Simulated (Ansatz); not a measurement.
Results of the Gaussian-basis code of Ansatz.

A structure relaxed at PBE0-D4/def2-TZVP, charge 0, multiplicity 1:

```csv
atom,x (Å),y (Å),z (Å)
C1,1.539,-0.179,0.843
B2,0.205,-0.024,0.062
Si3,-1.104,-1.557,-0.047
Si4,-0.332,1.719,-0.803
H5,1.897,-1.203,0.978
H6,2.358,0.467,0.517
H7,1.265,0.173,1.855
H8,-2.528,-1.126,-0.120
H9,-0.964,-2.539,1.067
H10,-0.788,-2.273,-1.321
H11,0.791,2.676,-1.020
H12,-1.326,2.374,0.100
H13,-1.013,1.493,-2.110
```

Question: Give its formula and SMILES.

Answer: CH9BSi2, `CB([SiH3])[SiH3]`.

Question: Point group (tolerance 0.08 Å, 0.16 Å for H)?

Answer: C1.

Question: Summarise the bond lengths by kind.

Answer: 1 × B–C 1.554 Å; 3 × C–H 1.092 to 1.106 Å; 2 × B–Si 2.018 Å; 6 × H–Si 1.489 to 1.495 Å.
